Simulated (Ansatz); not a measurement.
A short molecular-dynamics run on C$_{2}$H$_{5}$BSe, SMILES `CB1C[Se]1`.

```yaml
crystal:
  periodic: [false, false, false]
  atoms:
    - {symbol: C, position_ang: [-0.281989, 1.167700, -0.752062]}
    - {symbol: B, position_ang: [-0.108321, -0.248605, -0.166390]}
    - {symbol: C, position_ang: [0.451497, -1.071179, 0.993596]}
    - {symbol: Se, position_ang: [-0.486560, -2.082388, -0.481935]}
    - {symbol: H, position_ang: [-0.807735, 1.192440, -1.706146]}
    - {symbol: H, position_ang: [-0.822194, 1.796828, -0.035587]}
    - {symbol: H, position_ang: [0.700288, 1.636813, -0.877861]}
    - {symbol: H, position_ang: [-0.066498, -1.132503, 1.946530]}
    - {symbol: H, position_ang: [1.510013, -1.305508, 1.062855]}
basis:
  gaussian: {orbitals: "6-31G*"}
hamiltonian: {xc: {name: revPBE}, dispersion: d3bjatm}
md: {timestep: 1 fs, n_steps: 50, ensemble: nvt_langevin, temperature: 500, initial_velocities: maxwell_boltzmann, friction: 0.01, seed: 723}
```

```sh
$ ansatz run in.yaml --threads 2 --pin off --events-out ev --progress --plain --max-ram 4352MiB
```

```json
{"step": "0", "time (fs)": "0.0", "potential energy (eV)": "-68168.0250", "kinetic (eV)": "0.5170", "T (K)": "444", "conserved (eV)": "–"}
{"step": "1", "time (fs)": "1.0", "potential energy (eV)": "-68168.0014", "kinetic (eV)": "0.4854", "T (K)": "417", "conserved (eV)": "–"}
{"step": "2", "time (fs)": "2.0", "potential energy (eV)": "-68167.9379", "kinetic (eV)": "0.3717", "T (K)": "320", "conserved (eV)": "–"}
{"step": "3", "time (fs)": "3.0", "potential energy (eV)": "-68167.8851", "kinetic (eV)": "0.3038", "T (K)": "261", "conserved (eV)": "–"}
{"step": "4", "time (fs)": "4.0", "potential energy (eV)": "-68167.8578", "kinetic (eV)": "0.2919", "T (K)": "251", "conserved (eV)": "–"}
{"step": "5", "time (fs)": "5.0", "potential energy (eV)": "-68167.8439", "kinetic (eV)": "0.2920", "T (K)": "251", "conserved (eV)": "–"}
{"step": "6", "time (fs)": "6.0", "potential energy (eV)": "-68167.8229", "kinetic (eV)": "0.2756", "T (K)": "237", "conserved (eV)": "–"}
{"step": "7", "time (fs)": "7.0", "potential energy (eV)": "-68167.7790", "kinetic (eV)": "0.2867", "T (K)": "246", "conserved (eV)": "–"}
{"step": "8", "time (fs)": "8.0", "potential energy (eV)": "-68167.7080", "kinetic (eV)": "0.2436", "T (K)": "209", "conserved (eV)": "–"}
{"step": "9", "time (fs)": "9.0", "potential energy (eV)": "-68167.6760", "kinetic (eV)": "0.1755", "T (K)": "151", "conserved (eV)": "–"}
{"step": "10", "time (fs)": "10.0", "potential energy (eV)": "-68167.7412", "kinetic (eV)": "0.2381", "T (K)": "205", "conserved (eV)": "–"}
{"step": "11", "time (fs)": "11.0", "potential energy (eV)": "-68167.8214", "kinetic (eV)": "0.3240", "T (K)": "278", "conserved (eV)": "–"}
{"step": "12", "time (fs)": "12.0", "potential energy (eV)": "-68167.8286", "kinetic (eV)": "0.3772", "T (K)": "324", "conserved (eV)": "–"}
{"step": "13", "time (fs)": "13.0", "potential energy (eV)": "-68167.7822", "kinetic (eV)": "0.3297", "T (K)": "283", "conserved (eV)": "–"}
{"step": "14", "time (fs)": "14.0", "potential energy (eV)": "-68167.7706", "kinetic (eV)": "0.3122", "T (K)": "268", "conserved (eV)": "–"}
{"step": "15", "time (fs)": "15.0", "potential energy (eV)": "-68167.8177", "kinetic (eV)": "0.3444", "T (K)": "296", "conserved (eV)": "–"}
{"step": "16", "time (fs)": "16.0", "potential energy (eV)": "-68167.8765", "kinetic (eV)": "0.4142", "T (K)": "356", "conserved (eV)": "–"}
{"step": "17", "time (fs)": "17.0", "potential energy (eV)": "-68167.8929", "kinetic (eV)": "0.4571", "T (K)": "393", "conserved (eV)": "–"}
{"step": "18", "time (fs)": "18.0", "potential energy (eV)": "-68167.8626", "kinetic (eV)": "0.4420", "T (K)": "380", "conserved (eV)": "–"}
{"step": "19", "time (fs)": "19.0", "potential energy (eV)": "-68167.8310", "kinetic (eV)": "0.4775", "T (K)": "410", "conserved (eV)": "–"}
{"step": "20", "time (fs)": "20.0", "potential energy (eV)": "-68167.8450", "kinetic (eV)": "0.4806", "T (K)": "413", "conserved (eV)": "–"}
{"step": "21", "time (fs)": "21.0", "potential energy (eV)": "-68167.8818", "kinetic (eV)": "0.5277", "T (K)": "454", "conserved (eV)": "–"}
{"step": "22", "time (fs)": "22.0", "potential energy (eV)": "-68167.8587", "kinetic (eV)": "0.4527", "T (K)": "389", "conserved (eV)": "–"}
{"step": "23", "time (fs)": "23.0", "potential energy (eV)": "-68167.7738", "kinetic (eV)": "0.3737", "T (K)": "321", "conserved (eV)": "–"}
{"step": "24", "time (fs)": "24.0", "potential energy (eV)": "-68167.6961", "kinetic (eV)": "0.2952", "T (K)": "254", "conserved (eV)": "–"}
{"step": "25", "time (fs)": "25.0", "potential energy (eV)": "-68167.6785", "kinetic (eV)": "0.3115", "T (K)": "268", "conserved (eV)": "–"}
{"step": "26", "time (fs)": "26.0", "potential energy (eV)": "-68167.6846", "kinetic (eV)": "0.3192", "T (K)": "274", "conserved (eV)": "–"}
{"step": "27", "time (fs)": "27.0", "potential energy (eV)": "-68167.6693", "kinetic (eV)": "0.3377", "T (K)": "290", "conserved (eV)": "–"}
{"step": "28", "time (fs)": "28.0", "potential energy (eV)": "-68167.6244", "kinetic (eV)": "0.2922", "T (K)": "251", "conserved (eV)": "–"}
{"step": "29", "time (fs)": "29.0", "potential energy (eV)": "-68167.5689", "kinetic (eV)": "0.2349", "T (K)": "202", "conserved (eV)": "–"}
{"step": "30", "time (fs)": "30.0", "potential energy (eV)": "-68167.5595", "kinetic (eV)": "0.2816", "T (K)": "242", "conserved (eV)": "–"}
{"step": "31", "time (fs)": "31.0", "potential energy (eV)": "-68167.6288", "kinetic (eV)": "0.3819", "T (K)": "328", "conserved (eV)": "–"}
{"step": "32", "time (fs)": "32.0", "potential energy (eV)": "-68167.7205", "kinetic (eV)": "0.4171", "T (K)": "359", "conserved (eV)": "–"}
{"step": "33", "time (fs)": "33.0", "potential energy (eV)": "-68167.7594", "kinetic (eV)": "0.4435", "T (K)": "381", "conserved (eV)": "–"}
{"step": "34", "time (fs)": "34.0", "potential energy (eV)": "-68167.7449", "kinetic (eV)": "0.4406", "T (K)": "379", "conserved (eV)": "–"}
{"step": "35", "time (fs)": "35.0", "potential energy (eV)": "-68167.7454", "kinetic (eV)": "0.4936", "T (K)": "424", "conserved (eV)": "–"}
{"step": "36", "time (fs)": "36.0", "potential energy (eV)": "-68167.7908", "kinetic (eV)": "0.5246", "T (K)": "451", "conserved (eV)": "–"}
{"step": "37", "time (fs)": "37.0", "potential energy (eV)": "-68167.8419", "kinetic (eV)": "0.5834", "T (K)": "501", "conserved (eV)": "–"}
{"step": "38", "time (fs)": "38.0", "potential energy (eV)": "-68167.8388", "kinetic (eV)": "0.5931", "T (K)": "510", "conserved (eV)": "–"}
{"step": "39", "time (fs)": "39.0", "potential energy (eV)": "-68167.7642", "kinetic (eV)": "0.5685", "T (K)": "489", "conserved (eV)": "–"}
{"step": "40", "time (fs)": "40.0", "potential energy (eV)": "-68167.6848", "kinetic (eV)": "0.4525", "T (K)": "389", "conserved (eV)": "–"}
{"step": "41", "time (fs)": "41.0", "potential energy (eV)": "-68167.6529", "kinetic (eV)": "0.4398", "T (K)": "378", "conserved (eV)": "–"}
{"step": "42", "time (fs)": "42.0", "potential energy (eV)": "-68167.6610", "kinetic (eV)": "0.4583", "T (K)": "394", "conserved (eV)": "–"}
{"step": "43", "time (fs)": "43.0", "potential energy (eV)": "-68167.6563", "kinetic (eV)": "0.4783", "T (K)": "411", "conserved (eV)": "–"}
{"step": "44", "time (fs)": "44.0", "potential energy (eV)": "-68167.5927", "kinetic (eV)": "0.4211", "T (K)": "362", "conserved (eV)": "–"}
{"step": "45", "time (fs)": "45.0", "potential energy (eV)": "-68167.5222", "kinetic (eV)": "0.3567", "T (K)": "307", "conserved (eV)": "–"}
{"step": "46", "time (fs)": "46.0", "potential energy (eV)": "-68167.5168", "kinetic (eV)": "0.3074", "T (K)": "264", "conserved (eV)": "–"}
{"step": "47", "time (fs)": "47.0", "potential energy (eV)": "-68167.5740", "kinetic (eV)": "0.3602", "T (K)": "310", "conserved (eV)": "–"}
{"step": "48", "time (fs)": "48.0", "potential energy (eV)": "-68167.6328", "kinetic (eV)": "0.4585", "T (K)": "394", "conserved (eV)": "–"}
{"step": "49", "time (fs)": "49.0", "potential energy (eV)": "-68167.6471", "kinetic (eV)": "0.4382", "T (K)": "377", "conserved (eV)": "–"}
{"step": "50", "time (fs)": "50.0", "potential energy (eV)": "-68167.6380", "kinetic (eV)": "0.4321", "T (K)": "371", "conserved (eV)": "–"}
```

Velocities are drawn at the set temperature; a run this short doesn't reach equilibrium.

Frames (Å, forces in eV/Å):

```xyz
9
time=0.0 fs
C    -0.282    1.168   -0.752   -0.011    0.026   -0.025
B    -0.108   -0.249   -0.166   -0.034    0.229   -0.107
C     0.451   -1.071    0.994    0.191    0.139    0.315
Se   -0.487   -2.082   -0.482   -0.346   -0.685   -0.483
H    -0.808    1.192   -1.706   -0.188    0.026   -0.345
H    -0.822    1.797   -0.036   -0.187    0.223    0.233
H     0.700    1.637   -0.878    0.329    0.168   -0.052
H    -0.066   -1.133    1.947   -0.153   -0.032    0.387
H     1.510   -1.306    1.063    0.399   -0.093    0.077
9
time=2.0 fs
C    -0.269    1.179   -0.734   -0.904   -0.861   -1.591
B    -0.091   -0.253   -0.186   -0.189    0.108    0.724
C     0.447   -1.070    1.016   -0.333   -0.044    1.063
Se   -0.489   -2.083   -0.485   -0.176   -0.576   -0.419
H    -0.846    1.186   -1.694    0.480   -0.009    0.274
H    -0.830    1.813   -0.082   -0.478    0.668    1.082
H     0.694    1.629   -0.890    0.927    0.555   -0.192
H    -0.082   -1.192    2.020    0.594    0.285   -1.113
H     1.518   -1.295    1.057    0.080   -0.126    0.172
9
time=4.0 fs
C    -0.258    1.189   -0.717   -1.103   -0.507   -1.995
B    -0.079   -0.258   -0.202   -0.266    0.061    1.398
C     0.440   -1.070    1.037    0.264   -0.258    0.753
Se   -0.491   -2.084   -0.488   -0.068   -0.497   -0.366
H    -0.860    1.182   -1.686    0.827    0.036    0.590
H    -0.848    1.843   -0.088   -0.075    0.301    0.892
H     0.717    1.637   -0.900    0.425    0.406   -0.102
H    -0.077   -1.240    2.052    0.651    0.480   -1.392
H     1.538   -1.296    1.055   -0.656   -0.021    0.222
9
time=6.0 fs
C    -0.250    1.196   -0.707   -0.413    0.555   -1.391
B    -0.064   -0.262   -0.212   -0.325    0.154    1.852
C     0.431   -1.068    1.059    1.191   -0.206   -0.607
Se   -0.492   -2.084   -0.491    0.006   -0.449   -0.329
H    -0.858    1.167   -1.657    0.692    0.154    0.252
H    -0.865    1.880   -0.065    0.673   -0.479    0.208
H     0.763    1.663   -0.919   -0.873   -0.163    0.177
H    -0.052   -1.273    2.035    0.041    0.410   -0.406
H     1.543   -1.295    1.058   -0.992    0.026    0.244
9
time=8.0 fs
C    -0.243    1.206   -0.703    0.681    0.728   -0.163
B    -0.053   -0.268   -0.216   -0.331    0.526    2.027
C     0.423   -1.063    1.076    1.394    0.388   -2.870
Se   -0.493   -2.082   -0.495    0.055   -0.459   -0.282
H    -0.834    1.154   -1.611   -0.085    0.251   -0.875
H    -0.853    1.893   -0.034    0.866   -0.729   -0.099
H     0.784    1.696   -0.940   -1.424   -0.502    0.362
H    -0.019   -1.282    1.995   -1.196   -0.016    1.735
H     1.501   -1.285    1.073    0.039   -0.188    0.165
9
time=10.0 fs
C    -0.233    1.220   -0.699    0.610   -0.148    0.220
B    -0.046   -0.272   -0.213   -0.332    0.903    1.873
C     0.418   -1.057    1.085    0.599    0.388   -2.641
Se   -0.493   -2.082   -0.498    0.082   -0.443   -0.247
H    -0.810    1.160   -1.598   -0.560    0.263   -1.199
H    -0.814    1.880   -0.005    0.529   -0.451    0.005
H     0.750    1.708   -0.956   -0.570   -0.215    0.312
H    -0.024   -1.293    2.004   -1.222    0.039    1.580
H     1.469   -1.288    1.095    0.864   -0.337    0.097
9
time=12.0 fs
C    -0.223    1.234   -0.693   -0.756   -1.676   -0.464
B    -0.039   -0.269   -0.204   -0.311    1.047    1.418
C     0.414   -1.049    1.084    0.078   -0.489   -0.205
Se   -0.492   -2.083   -0.502    0.103   -0.280   -0.204
H    -0.793    1.175   -1.623   -0.430    0.310   -0.279
H    -0.753    1.853    0.035   -0.107    0.092    0.295
H     0.691    1.713   -0.968    1.257    0.550   -0.018
H    -0.077   -1.292    2.058   -0.017    0.584   -0.657
H     1.477   -1.312    1.118    0.184   -0.138    0.114
9
time=14.0 fs
C    -0.213    1.244   -0.689   -1.290   -2.146   -0.882
B    -0.034   -0.262   -0.187   -0.224    1.101    0.750
C     0.409   -1.041    1.082    0.132   -1.067    1.116
Se   -0.491   -2.085   -0.506    0.106   -0.057   -0.115
H    -0.789    1.200   -1.646   -0.230    0.332    0.546
H    -0.696    1.829    0.088   -0.456    0.302    0.262
H     0.670    1.748   -0.966    1.844    0.691   -0.143
H    -0.134   -1.261    2.087    0.653    0.711   -1.631
H     1.485   -1.343    1.145   -0.536    0.133    0.097
9
time=16.0 fs
C    -0.207    1.247   -0.689   -0.047   -0.814   -0.828
B    -0.031   -0.251   -0.168   -0.086    0.982    0.103
C     0.405   -1.035    1.082    0.345   -1.034    0.806
Se   -0.491   -2.086   -0.511    0.096    0.194    0.015
H    -0.789    1.231   -1.652   -0.176    0.289    0.874
H    -0.656    1.821    0.146   -0.318    0.051   -0.371
H     0.705    1.805   -0.976    0.314   -0.340    0.339
H    -0.156   -1.197    2.053    0.388    0.424   -0.982
H     1.466   -1.376    1.174   -0.515    0.248    0.045
9
time=18.0 fs
C    -0.199    1.247   -0.694    0.925    0.222   -0.193
B    -0.026   -0.239   -0.146    0.036    0.765   -0.605
C     0.402   -1.035    1.084    0.880   -0.663   -0.875
Se   -0.491   -2.086   -0.516    0.090    0.445    0.159
H    -0.793    1.271   -1.636   -0.278    0.155    0.626
H    -0.633    1.806    0.183   -0.134   -0.063   -0.815
H     0.749    1.844   -0.981   -0.784   -1.056    0.648
H    -0.172   -1.120    1.976   -0.719    0.015    1.011
H     1.430   -1.407    1.209   -0.015    0.181    0.045
9
time=20.0 fs
C    -0.187    1.247   -0.701    0.955    0.094    0.226
B    -0.019   -0.225   -0.122    0.094    0.490   -1.411
C     0.400   -1.037    1.083    0.867   -0.572   -1.218
Se   -0.491   -2.087   -0.523    0.103    0.699    0.334
H    -0.812    1.322   -1.604   -0.300   -0.050    0.248
H    -0.616    1.770    0.184   -0.225    0.292   -0.446
H     0.760    1.841   -0.962   -0.682   -0.944    0.523
H    -0.212   -1.033    1.934   -1.053   -0.132    1.660
H     1.401   -1.434    1.251    0.243    0.123    0.084
9
time=22.0 fs
C    -0.170    1.248   -0.707   -0.438   -0.868    0.339
B    -0.012   -0.211   -0.105    0.146    0.066   -1.867
C     0.399   -1.045    1.081   -0.300   -0.462    0.688
Se   -0.492   -2.088   -0.530    0.131    0.897    0.494
H    -0.850    1.361   -1.572    0.046   -0.213    0.227
H    -0.596    1.734    0.176   -0.400    0.710    0.179
H     0.744    1.798   -0.927    0.586   -0.035    0.010
H    -0.281   -0.953    1.957    0.382   -0.372   -0.092
H     1.394   -1.463    1.300   -0.155    0.279    0.022
9
time=24.0 fs
C    -0.155    1.247   -0.709   -1.755   -1.418    0.517
B    -0.001   -0.197   -0.095    0.150   -0.527   -1.852
C     0.397   -1.056    1.084   -0.940   -0.091    1.607
Se   -0.491   -2.089   -0.537    0.189    1.061    0.658
H    -0.891    1.384   -1.535    0.485   -0.305    0.174
H    -0.588    1.711    0.173   -0.354    0.882    0.506
H     0.752    1.756   -0.894    1.496    0.704   -0.384
H    -0.318   -0.895    1.991    1.128   -0.665   -1.102
H     1.386   -1.481    1.351   -0.398    0.359   -0.124
9
time=26.0 fs
C    -0.145    1.241   -0.712   -1.165   -0.449    1.396
B     0.015   -0.188   -0.093    0.103   -1.140   -1.553
C     0.396   -1.069    1.091   -1.535    0.557    1.074
Se   -0.490   -2.090   -0.542    0.260    1.170    0.780
H    -0.916    1.397   -1.489    0.564   -0.306   -0.281
H    -0.600    1.716    0.190    0.221    0.509   -0.063
H     0.811    1.726   -0.879    0.376    0.371   -0.303
H    -0.316   -0.864    1.982    0.909   -0.755   -0.963
H     1.352   -1.487    1.397    0.268    0.042   -0.088
9
time=28.0 fs
C    -0.140    1.235   -0.713    0.233    0.452    2.293
B     0.034   -0.183   -0.094   -0.003   -1.621   -1.197
C     0.389   -1.083    1.102   -1.165    0.850   -0.534
Se   -0.489   -2.091   -0.547    0.328    1.250    0.850
H    -0.921    1.396   -1.454    0.353   -0.195   -0.826
H    -0.600    1.736    0.208    0.645    0.127   -0.603
H     0.885    1.698   -0.865   -1.096   -0.088   -0.214
H    -0.289   -0.866    1.939   -0.214   -0.510    0.255
H     1.319   -1.496    1.434    0.920   -0.265   -0.024
9
time=30.0 fs
C    -0.135    1.230   -0.707    0.727    0.620    2.217
B     0.053   -0.187   -0.096   -0.156   -1.769   -0.918
C     0.380   -1.092    1.112    0.534    0.292   -1.834
Se   -0.488   -2.092   -0.551    0.375    1.280    0.844
H    -0.923    1.374   -1.445    0.431   -0.134   -0.836
H    -0.572    1.762    0.207    0.631    0.019   -0.604
H     0.922    1.667   -0.864   -1.552   -0.157   -0.258
H    -0.267   -0.899    1.911   -1.511   -0.100    1.670
H     1.308   -1.529    1.464    0.521   -0.052   -0.280
9
time=32.0 fs
C    -0.127    1.223   -0.693   -0.106    0.048    0.864
B     0.072   -0.199   -0.101   -0.435   -1.660   -0.663
C     0.372   -1.097    1.113    0.880   -0.240   -0.605
Se   -0.485   -2.093   -0.555    0.419    1.243    0.735
H    -0.921    1.347   -1.466    0.935   -0.185   -0.183
H    -0.514    1.794    0.171    0.108    0.304    0.173
H     0.899    1.628   -0.869   -0.587    0.192   -0.525
H    -0.290   -0.952    1.941   -0.909   -0.122    0.828
H     1.312   -1.576    1.480   -0.304    0.421   -0.625
9
time=34.0 fs
C    -0.123    1.214   -0.680   -1.162   -0.682   -0.029
B     0.087   -0.214   -0.111   -0.702   -1.466   -0.307
C     0.367   -1.103    1.113    0.115   -0.601    1.210
Se   -0.483   -2.093   -0.558    0.473    1.153    0.586
H    -0.896    1.320   -1.493    1.001   -0.153    0.300
H    -0.444    1.836    0.143   -0.416    0.521    0.760
H     0.856    1.595   -0.884    1.019    0.640   -0.922
H    -0.345   -1.014    1.995    0.483   -0.127   -0.844
H     1.319   -1.607    1.482   -0.811    0.715   -0.754
9
time=36.0 fs
C    -0.123    1.200   -0.666   -0.600   -0.202    0.403
B     0.099   -0.237   -0.125   -0.904   -1.016    0.062
C     0.361   -1.110    1.114   -0.684   -0.696    1.684
Se   -0.481   -2.093   -0.559    0.493    0.937    0.379
H    -0.844    1.287   -1.500    0.312   -0.025    0.069
H    -0.391    1.902    0.138   -0.400   -0.081    0.263
H     0.845    1.572   -0.927    1.180    0.490   -0.877
H    -0.392   -1.080    2.012    1.109    0.076   -1.447
H     1.305   -1.610    1.464   -0.506    0.517   -0.536
9
time=38.0 fs
C    -0.127    1.186   -0.651    1.538    0.896    0.873
B     0.106   -0.265   -0.138   -0.995   -0.381    0.422
C     0.351   -1.118    1.122   -1.652   -0.123    0.529
Se   -0.479   -2.091   -0.560    0.450    0.620    0.159
H    -0.781    1.252   -1.501   -0.668    0.133   -0.585
H    -0.356    1.970    0.138   -0.257   -0.922   -0.439
H     0.871    1.565   -0.988   -0.120   -0.179   -0.196
H    -0.396   -1.141    1.980    0.663    0.285   -0.838
H     1.258   -1.593    1.424    1.042   -0.329    0.077
9
time=40.0 fs
C    -0.127    1.174   -0.630    2.456    1.181    0.027
B     0.117   -0.293   -0.149   -1.109    0.343    0.708
C     0.334   -1.127    1.131   -1.004    0.303   -1.518
Se   -0.477   -2.089   -0.560    0.374    0.243   -0.072
H    -0.742    1.220   -1.515   -0.845    0.203   -0.386
H    -0.325    2.008    0.127   -0.266   -1.205   -0.538
H     0.891    1.546   -1.044   -0.822   -0.500    0.373
H    -0.375   -1.196    1.921   -0.885    0.322    0.955
H     1.231   -1.583    1.391    2.100   -0.890    0.452
9
time=42.0 fs
C    -0.121    1.168   -0.611    1.794    0.273   -1.814
B     0.127   -0.319   -0.155   -1.325    1.180    0.789
C     0.313   -1.133    1.134    1.633   -0.711   -1.584
Se   -0.474   -2.085   -0.561    0.268   -0.189   -0.327
H    -0.743    1.194   -1.538   -0.252    0.174    0.656
H    -0.316    2.006    0.095   -0.321   -0.717    0.042
H     0.881    1.496   -1.073   -0.577   -0.276    0.459
H    -0.388   -1.242    1.898   -1.373    0.251    1.658
H     1.274   -1.600    1.373    0.153    0.015    0.120
9
time=44.0 fs
C    -0.107    1.162   -0.601    0.524   -1.323   -2.632
B     0.138   -0.342   -0.156   -1.571    1.996    0.648
C     0.296   -1.142    1.129    1.538   -1.757    0.781
Se   -0.471   -2.082   -0.562    0.166   -0.642   -0.564
H    -0.757    1.175   -1.536    0.066    0.126    1.119
H    -0.324    1.970    0.079   -0.355    0.159    0.777
H     0.845    1.432   -1.086    0.559    0.337    0.037
H    -0.449   -1.288    1.939    0.472    0.531   -0.155
H     1.328   -1.604    1.359   -1.397    0.571   -0.010
9
time=46.0 fs
C    -0.088    1.154   -0.601   -0.118   -1.724   -1.764
B     0.145   -0.357   -0.154   -1.682    2.456    0.520
C     0.284   -1.157    1.123    0.567   -1.808    2.006
Se   -0.470   -2.079   -0.563    0.096   -1.001   -0.717
H    -0.773    1.161   -1.487   -0.115    0.098    0.631
H    -0.336    1.935    0.103   -0.077    0.181    0.678
H     0.837    1.386   -1.105    1.147    0.757   -0.242
H    -0.492   -1.318    1.979    1.458    0.736   -1.225
H     1.326   -1.574    1.349   -1.276    0.305    0.113
9
time=48.0 fs
C    -0.070    1.142   -0.606    0.394   -0.865   -0.123
B     0.146   -0.362   -0.149   -1.602    2.380    0.556
C     0.276   -1.176    1.124   -0.693   -0.880    1.420
Se   -0.469   -2.076   -0.564    0.051   -1.213   -0.760
H    -0.794    1.156   -1.411   -0.647    0.066   -0.448
H    -0.353    1.909    0.150    0.461   -0.450   -0.081
H     0.864    1.370   -1.126    0.553    0.770   -0.013
H    -0.483   -1.320    1.975    1.111    0.660   -0.989
H     1.274   -1.534    1.348    0.372   -0.468    0.439
9
time=50.0 fs
C    -0.051    1.127   -0.610    0.944    0.125    0.354
B     0.142   -0.359   -0.139   -1.357    1.846    0.614
C     0.268   -1.197    1.128   -1.116    0.257   -0.415
Se   -0.467   -2.071   -0.564    0.018   -1.291   -0.735
H    -0.831    1.153   -1.349   -0.621    0.039   -0.862
H    -0.364    1.872    0.193    0.869   -0.726   -0.588
H     0.909    1.382   -1.150   -0.602    0.489    0.488
H    -0.446   -1.299    1.937   -0.256    0.370    0.392
H     1.232   -1.503    1.360    2.119   -1.109    0.751
```

Run time 79 s (2 threads of an Arm Neoverse V1 on a shared host); peak host memory 0.43 GiB.
